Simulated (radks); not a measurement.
Task: Species: Mo4+. Configuration: [Kr] 4d2. Method: Dirac Kohn-Sham, LDA (Slater exchange, Perdew-Wang correlation), spin-unpolarised, spherical densities, point nucleus; open shells are shared between the two j in proportion to 2j + 1; computed with a radial shooting solver on a logarithmic mesh with Libxc functionals. Some entries of the table are withheld. Estimate them.

orbital  occ.  eigenvalue (eV)  <r> (bohr)  r(max) (bohr)
1s1/2       2        -19834.53     0.03520            (1)
2s1/2       2        -2843.883      0.1536         0.1299
2p1/2       2        -2621.944      0.1308         0.1009
2p3/2       4        -2515.571      0.1354         0.1048
3s1/2       2              (2)      0.4294         0.3842
3p1/2       2        -439.4792      0.4237            (3)
3p3/2       4        -421.9288      0.4343            (4)
3d3/2       4        -272.0346      0.4131            (5)
3d5/2       6        -268.7053      0.4166            (6)
4s1/2       2        -111.3135       1.086         0.9812
4p1/2       2         -86.5978       1.175          1.041
4p3/2       4         -83.8849       1.202          1.064
4d3/2     0.8         -46.6807       1.512          1.271
4d5/2     1.2         -46.3523       1.522          1.280

Result: 
(1) 1s1/2 r(max) (bohr): 0.02290
(2) 3s1/2 eigenvalue (eV): -523.9652
(3) 3p1/2 r(max) (bohr): 0.3711
(4) 3p3/2 r(max) (bohr): 0.3805
(5) 3d3/2 r(max) (bohr): 0.3202
(6) 3d5/2 r(max) (bohr): 0.3229
